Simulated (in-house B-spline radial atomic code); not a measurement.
The oxygen ion O²⁺ is squeezed into an impenetrable sphere of radius R (the orbitals vanish at R). No spin polarisation. Level of theory: non-relativistic Hartree-Fock, average of configuration, point nucleus; calculated with a B-spline radial code for spherical atoms.

Energies in eV above the free ion in [He] 2s2 2p2:

```json
{"R (bohr)": "7.13", "highest level (eV)": "-54.3", "[He] 2s2 2p2": "0", "[He] 2s1 2p3": "15.61", "-dE/dV in [He] 2s2 2p2 (GPa)": "3.46e-06"}
{"R (bohr)": "5.56", "highest level (eV)": "-54.3", "[He] 2s2 2p2": "0.0001535", "[He] 2s1 2p3": "15.61", "-dE/dV in [He] 2s2 2p2 (GPa)": "0.0015"}
{"R (bohr)": "4.87", "highest level (eV)": "-54.3", "[He] 2s2 2p2": "0.00171", "[He] 2s1 2p3": "15.61", "-dE/dV in [He] 2s2 2p2 (GPa)": "0.0215"}
{"R (bohr)": "4.51", "highest level (eV)": "-54.3", "[He] 2s2 2p2": "0.005908", "[He] 2s1 2p3": "15.62", "-dE/dV in [He] 2s2 2p2 (GPa)": "0.0856"}
{"R (bohr)": "3.64", "highest level (eV)": "-54.2", "[He] 2s2 2p2": "0.1102", "[He] 2s1 2p3": "15.75", "-dE/dV in [He] 2s2 2p2 (GPa)": "2.36"}
{"R (bohr)": "2.9", "highest level (eV)": "-53.3", "[He] 2s2 2p2": "1.194", "[He] 2s1 2p3": "17.01", "-dE/dV in [He] 2s2 2p2 (GPa)": "38.4"}
{"R (bohr)": "2.44", "highest level (eV)": "-51.2", "[He] 2s2 2p2": "4.955", "[He] 2s1 2p3": "21.03", "-dE/dV in [He] 2s2 2p2 (GPa)": "218"}
{"R (bohr)": "2.16", "highest level (eV)": "-48.2", "[He] 2s2 2p2": "11.56", "[He] 2s1 2p3": "27.79", "-dE/dV in [He] 2s2 2p2 (GPa)": "641"}
{"R (bohr)": "1.76", "highest level (eV)": "-38.2", "[He] 2s2 2p2": "38.39", "[He] 2s1 2p3": "54.08", "-dE/dV in [He] 2s2 2p2 (GPa)": "3210"}
{"R (bohr)": "1.23", "highest level (eV)": "7.01", "[He] 2s2 2p2": "198.2", "[He] 2s1 2p3": "202.2", "-dE/dV in [He] 2s2 2p2 (GPa)": "36700"}
```

(1) Does [He] 2s1 2p3 fall below [He] 2s2 2p2 under compression?

The highest level is first positive in the row R = 1.23 bohr, pushed up by confinement above the zero of the free ion's potential. Each configuration is held fixed and needn't be the lowest in the sphere.

Answers

(1) No, it stays above over the whole range.
